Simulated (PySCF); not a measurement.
A PySCF script (with the pyscf-properties extension) for the NMR shieldings of SMILES C=C1CC[C@@H](NC=O)C1, C7H11NO, on a PBE0-D3(BJ)/def2-SVP geometry:

```python
import basis_set_exchange as bse
import numpy as np
from pyscf import gto, dft
from pyscf.prop import nmr

atoms = """
C     2.247413    0.912209    1.253023
C     1.418378    0.314865    0.394067
C     1.031098   -1.154171    0.395330
C    -0.115508   -1.265897   -0.624053
C    -0.652988    0.167258   -0.758286
N    -1.527737    0.529332    0.338759
C    -2.874312    0.414128    0.259741
O    -3.482389    0.018482   -0.708844
C     0.628047    0.999343   -0.694176
H     2.766995    0.347302    2.032465
H     2.446571    1.986058    1.197510
H     0.715657   -1.464653    1.404181
H     1.886686   -1.794829    0.129494
H     0.266343   -1.595287   -1.603485
H    -0.906247   -1.969717   -0.329980
H    -1.230429    0.303887   -1.682812
H    -1.113240    0.855089    1.204337
H    -3.380543    0.738293    1.202154
H     0.453060    2.069851   -0.513765
H     1.157225    0.903292   -1.658508
"""
names = dict.fromkeys(["C", "N", "O", "H"], "pcSseg-1")
basis = {el: gto.basis.parse(bse.get_basis(n, elements=[el], fmt="nwchem")) for el, n in names.items()}
mol = gto.M(atom=atoms, basis=basis, charge=0, verbose=0)
mf = dft.RKS(mol, xc="PBE0")
mf.grids.level = 2
mf.grids.alignment = dft.numint.BLKSIZE   # the property module wants whole blocks of grid points
mf.conv_tol = 1e-9
mf.kernel()

calc = nmr.RKS(mf)   # GIAO
C = mf.mo_coeff
Co = C[:, mf.mo_occ > 0]
resp = mf.gen_response(singlet=True, hermi=2)
def vind(x):   # induced exchange potential for any number of trial vectors
    d = np.einsum("pi,xij,qj->xpq", C, 2 * x.reshape(-1, C.shape[1], Co.shape[1]), Co, optimize=True)
    return np.einsum("xpq,pi,qj->xij", resp(d - d.transpose(0, 2, 1)), C, Co, optimize=True).ravel()
mo1, _ = nmr.rhf.solve_mo1(calc, with_cphf=vind)
sigma = calc.kernel(mo1)
for i, s in enumerate(sigma):   # ppm
    print("%2d %-2s %9.2f" % (i, mol.atom_pure_symbol(i), np.trace(s) / 3))
```

Q: What are the results?

A: 
```
 0 C      67.66
 1 C      24.17
 2 C     154.26
 3 C     147.98
 4 C     135.33
 5 N     114.65
 6 C      24.75
 7 O     -93.23
 8 C     140.31
 9 H      25.88
10 H      25.71
11 H      28.96
12 H      28.79
13 H      29.51
14 H      29.44
15 H      26.85
16 H      26.82
17 H      23.36
18 H      29.31
19 H      28.70
```

These numbers come from an equivalent density-fitted implementation of the same equations, which agrees with the script to about 0.01 ppm for H and up to a few tenths of a ppm for heavy atoms, so last digits may differ.

Q: Turn these shieldings into chemical shifts. Referencing at the same level of theory: TMS for 13C (σref 184.41) and 1H (σref 31.27); 15N (σref 265.67) against NH3; 17O (σref 334.56) against H2O.

A: Averaging equivalent atoms: C 1: 160.2; C 6: 159.7; C 0: 116.7; C 4: 49.1; C 8: 44.1; C 3: 36.4; C 2: 30.2; N 5: 151.0; O 7: 427.8; H 17: 7.90; H 10: 5.55; H 9: 5.39; H 16: 4.45; H 15: 4.41; H 19: 2.57; H 12: 2.48; H 11: 2.31; H 18: 1.96; H 14: 1.83; H 13: 1.75 ppm. Unscaled 17O shifts of doubly bonded oxygen tend to come out too high, by tens of ppm or more. Experimental scales use liquid or dissolved standards, which lie at an offset from isolated NH3 (liquid NH3: subtract about 20 ppm) and H2O (liquid H2O: subtract about 36 ppm). Unscaled 15N shifts of sp2 nitrogen come out 20 to 40 ppm too high even then.

Size and cost of the density-fitted run: 208 basis functions, 38 s wall time on 1 thread of an Arm Neoverse V1, shared host.
